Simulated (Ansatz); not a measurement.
Ansatz results at the PBE0-D4/def2-TZVP geometry: size of the dipole moment (B3LYP/def2-TZVPP) 1.58 D; size of the dipole moment (ωB97M-V/def2-TZVPP) 1.61 D; HOMO–LUMO gap (ωB97M-V/def2-TZVPP) 10.36 eV.

Each molecule was computed in one conformer, which needn't be the lowest.

**Question.** Which molecule gave them?
A. `C[O][AlH][CH2]Cl`
B. `CC1[SiH2]B1O`
C. `S[SiH]1C[SiH2]C1`
D. `C=C[SiH2][SiH2]S`

**Answer.** D. The others give `S[SiH]1C[SiH2]C1`: 0.83, 0.82, 10.99; `CC1[SiH2]B1O`: 0.79, 0.84, 9.62; `C[O][AlH][CH2]Cl`: 2.09, 2.11, 11.16.

B3LYP here is the variant with VWN-RPA as its local correlation; programs differ in this.
